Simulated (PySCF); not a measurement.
**Bond curve of Be₂⁺**

Set-up: Be aug-pcseg-1; no relativity (PySCF 2.14). Energies in eV from Be⁺ + Be in their ground configurations at the same level. All curves are PBE0. state 1: ²Σu⁺ (doublet), unpaired electrons σ ↑; state 2: doublet, unpaired electrons π ↑, a second solution, started from another occupation; state 3: ⁴Πg (quartet), unpaired electrons σ ↑↑, π ↑, a second solution, started from another occupation.

| R (Å) | state 1 | state 2 | state 3 |
| --- | --- | --- | --- |
| 1.899 | -1.904 | -0.8328 | 2.1330 |
| 1.987 | -2.088 | -0.7923 | 1.9296 |
| 2.075 | -2.190 | -0.6859 | 1.7860 |
| 2.142 | -2.227 | -0.5742 | 1.7083 |
| 2.208 | -2.236 | -0.4425 | 1.6504 |
| 2.274 | -2.225 | -0.2960 | 1.6081 |
| 2.363 | -2.186 | -0.0847 | 1.5699 |
| 2.473 | -2.111 | 0.1930 | 1.5430 |
| 2.605 | -2.000 | 0.5311 | 1.5302 |
| 2.782 | -1.837 | 0.9694 | 1.5315 |

Task: Put a parabola through the three lowest points of the state 1 curve and estimate Re, k and ωe (reduced mass 4.506 u; 1 eV/Å² = 0.16022 mdyn/Å; ωe = 1302.8·√(k/μ) cm⁻¹).

Result: Through R = 2.142, 2.208, 2.274 Å the second-order coefficient is 2.30 eV/Å², so Re ≈ 2.205 Å, k ≈ 0.736 mdyn/Å and ωe ≈ 526 cm⁻¹. A polynomial fit of higher order to the unrounded PBE0 energies gives Re = 2.203 Å, k = 0.771 mdyn/Å, ωe = 539 cm⁻¹; anharmonicity and rounding make the difference.

The higher-order fit for each curve: state 1: Re = 2.203 Å, ωe = 539 cm⁻¹, De = 2.24 eV; state 3: Re = 2.673 Å, ωe = 177 cm⁻¹, minimum 1.53 eV above the ground-state fragments. State 2 gave no clean fit.

The state is the lowest determinant that a PBE0 search found; another state may lie lower at other levels.
